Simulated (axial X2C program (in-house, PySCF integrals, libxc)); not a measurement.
**Spin–orbit effects along a row: molecules with H (ions), HF**

All values come from calculations with an in-house all-electron X2C program for linear molecules (integrals from PySCF), spin-free (one-electron X2C) or two-component (2c: spin–orbit coupling with atomic mean-field Coulomb and Gaunt terms, which also bring small scalar terms), in Dyall basis sets with cores contracted in-house; open shells are unrestricted.

Basis sets: As dyall-acv3z, Cu dyall-acv3z, Ge dyall-acv3z, H dyall-av3z, K dyall-acv3z, Sc dyall-acv3z, Se dyall-acv3z, Zn dyall-acv3z.

```csv
molecule,spin-free state,Re (Å),ωe (cm⁻¹),De (eV),2c state,Re 2c (Å),ωe 2c (cm⁻¹),De 2c (eV)
KH⁻,"M_S = 1/2, Λ = 0",2.438,783.0,n/a,Ω = 1/2,2.438,782.9,n/a
ScH⁻,"M_S = 1/2, Λ = 2",2.011,1188.2,n/a,Ω = 3/2,2.012,1187.9,n/a
CuH⁻,"M_S = 1/2, Λ = 0",1.606,1413.0,1.59,Ω = 1/2,1.606,1411.9,1.59
ZnH⁻,"M_S = 0, Λ = 0",1.781,1092.8,1.03,Ω = 0,1.782,1091.9,1.03
GeH⁻,"M_S = 1, Λ = 0",1.616,1760.1,1.86,Ω = 1,1.616,1758.7,1.86
AsH⁻,"M_S = 1/2, Λ = 1",1.530,2137.3,2.00,Ω = 3/2,1.531,2129.8,n/a
SeH⁻,"M_S = 0, Λ = 0",1.460,2470.1,2.45,Ω = 0,1.460,2464.7,2.35
```

Fragments in 2c: K- + H, Sc- + H, Cu- + H, Zn + H-, Ge- + H, As- + H, Se- + H. Each entry is the lowest single determinant of a limited PBE0 search at one distance. De goes to single-determinant-based atoms at the same level (for ions the charge split of lowest energy) and is withheld (n/a) where an atom does not fit its ground term or J level. Main or longest-lived isotopes. One determinant is a doubtful description, or other states lie close, for KH⁻, ScH⁻, GeH⁻; these need not be ground states, and all values refer to the states named. Some open-shell Ω = 0 determinants are out of reach, so the Ω given for GeH⁻ need not be the lowest component. With several unpaired electrons the Ω given is that of one determinant, not necessarily of the lowest component.
